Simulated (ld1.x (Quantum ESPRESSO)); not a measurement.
Pb, TM: configuration errors across variants

* Element: Pb (Z = 82)
* Generator: ld1.x (Quantum ESPRESSO) 7.5
* Type: norm-conserving Troullier–Martins (Kleinman–Bylander form)
* Functional: PBE
* Relativity: scalar-relativistic
* Frozen core: [Kr] 4d10 4f14 5s2
* Valence charge: 20
* Reference configuration: 5p6 5d10 6s2 6p0 (charge +2)
* Partial waves: 6s (bound): rc 1.55 bohr; 5d (bound): rc 1.90 bohr; 5p (bound): rc 1.35 bohr
* Local potential: the p channel
* Core correction: Bessel-smoothed model core inside 0.65 bohr

All-electron excitation energies from the reference (eV): (1) 5p6 5d10 6s2 6p2 -20.020; (2) 5p6 5d10 6s2 6p1 -13.445; (3) 5p6 5d10 6s1 6p0 32.410; (4) 5p6 5d9 6s2 6p2 7.143; (5) 5p6 5d10 6s0 6p4 -2.185; (6) 5p6 5d10 6s0 6p0 75.113; (7) 5p6 5d10 6s2 6p1.5 -17.528.

1 further variants failed, have other tests or too few solved ones, and are left out.

A true bound ghost makes a file unfit for plane-wave use even where its test errors are small: the radial tests pick states by their node count and pass the ghost by.

Errors AE − PS in meV (a dash: test not solved or not reliable):

| change | (1) | (2) | (3) | (4) | (5) | (6) | (7) | bound ghosts |
| --- | --- | --- | --- | --- | --- | --- | --- | --- |
| base | +459 | +309 | -21 | +779 | +1140 | -47 | +401 | s |
| all radii but the core radius scaled by about 0.89 (s 1.38, p 1.20, d 1.68 bohr) | +208 | +151 | -70 | +338 | +535 | -146 | +189 | s |
| all radii but the core radius scaled by about 1.08 (s 1.68, p 1.46, d 2.06 bohr) | +716 | +478 | -19 | +1229 | +1729 | -56 | +624 | s |
| all radii but the core radius scaled by about 1.18 (s 1.82, p 1.60, d 2.24 bohr) | +1147 | +762 | -21 | +1966 | +2740 | -72 | +997 | s |
| all radii but the core radius scaled by about 1.38 (s 2.14, p 1.86, d 2.64 bohr) | +1715 | +1132 | -29 | +2930 | +4062 | -117 | +1486 | s |

(1) Give the same row for: all radii but the core radius scaled by about 1.28 (s 1.98, p 1.72, d 2.44 bohr).

## Answers

(1) +1477, +978, -24, +2524, +3508, -90, +1282; bound ghosts: s.
